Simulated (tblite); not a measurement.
Species: 2-fluorobenzenesulfonyl chloride, C6H4ClFO2S.
Z-matrix (Å and degrees, GFN2-xTB geometry), rows numbered from 1:
```
O 
S   1  1.4226
O   2  1.4264  1  119.14
Cl  2  2.0318  1  107.74  3  -121.74
C   2  1.7776  1  111.55  3   128.41
C   5  1.3790  2  119.25  1  -135.11
C   6  1.3857  5  119.23  2   179.59
C   7  1.3876  6  119.86  5     0.11
C   8  1.3857  7  120.91  6     0.26
C   5  1.3806  2  119.86  1    45.10
F  10  1.3347  5  119.49  2     1.18
H   6  1.0780  5  118.30  2    -0.25
H   7  1.0784  6  120.02  5  -179.90
H   8  1.0791  7  119.82  6  -179.96
H   9  1.0783  8  121.67  7   179.63
```

Computed values, GFN2-xTB/tblite, gas phase, harmonic and unscaled. This tight-binding method is rough: wavenumbers can miss measured ones by several per cent, in bad cases by 10 to 20. One conformer, not necessarily the lowest.

Harmonic wavenumbers (cm⁻¹): 38.0, 72.9, 117.9, 172.9, 238.4, 255.2, 273.2, 309.4, 331.0, 419.4, 447.9, 484.7, 501.7, 525.1, 540.5, 663.9, 677.8, 788.5, 813.6, 885.6, 921.0, 930.4, 1041.3, 1066.9, 1133.1, 1156.2, 1167.3, 1214.3, 1243.5, 1296.2, 1321.8, 1424.1, 1454.6, 1569.6, 1600.7, 3098.6, 3108.0, 3115.8, 3117.9.

A = 1492, B = 688.0, C = 588.5 MHz; mass 193.960 u (most abundant isotopes); point group C1, symmetry number 1.

Q: What is the zero-point energy?

A: ½Σν̃ = 19769 cm⁻¹ = 56.52 kcal/mol.

Q: What is S at 500 K and 1 bar for an ideal gas of classical rigid rotors and harmonic oscillators?

A: Translation 44.29, rotation 32.20, vibration 48.65: S = 125.1 cal/(mol K).

Q: And Cp and H(500 K) − H(0)?

A: Cp = 53.87 cal/(mol K), of which vibrations give 45.92 (their classical limit is 39 R = 77.5); H(500 K) − H(0) = 16.44 kcal/mol without the zero-point energy, 12.47 from vibrations.

Q: Which modes carry the vibrational entropy at 500 K?

A: 38.0 cm⁻¹: 6.39; 72.9 cm⁻¹: 5.09; 117.9 cm⁻¹: 4.14; 172.9 cm⁻¹: 3.39; 238.4 cm⁻¹: 2.77; 255.2 cm⁻¹: 2.64 cal/(mol K); the other 33 give 24.21 together.

Q: How do the functions run with temperature in this model?

A: 
```tsv
T (K)	S (cal/(mol K))	Cp (cal/(mol K))	H − H(0) (kcal/mol)	G − H(0) (kcal/mol)	ln q(vib)
150	80.2	23.8	2.31	-9.71	2.91
250	94.8	34.2	5.23	-18.48	5.48
298.15	101.2	38.8	6.98	-23.20	6.74
400	113.8	47.2	11.38	-34.16	9.38
600	135.4	59.0	22.10	-59.16	14.40
900	161.4	68.8	41.44	-103.85	21.23
```

q(vib) and H(0) count from the zero-point level.

Q: What must be added to the electronic energy to get the Gibbs energy at 500 K and 1 bar?

A: ZPE + [H(500 K) − H(0)] − T·S = 56.52 + 16.44 − 62.57 = 10.39 kcal/mol.

Q: Blend soft modes into free rotors: weight 1/[1 + (100 cm⁻¹/ν̃)⁴] for the oscillator and the rest for a rotor with moment μB/(μ + B), μ = h/(8π²ν), B = 10⁻⁴⁴ kg m². What vibrational entropy results?

A: 45.14 cal/(mol K) in place of 48.65, which changes −T·S at 500 K by +1.75 kcal/mol.

Hindered rotation and anharmonicity are outside this model. Other conformers, if any are populated, would add a mixing term that is left out. The structure is chiral; the term R ln 2 for an equal mix with its mirror image is left out.
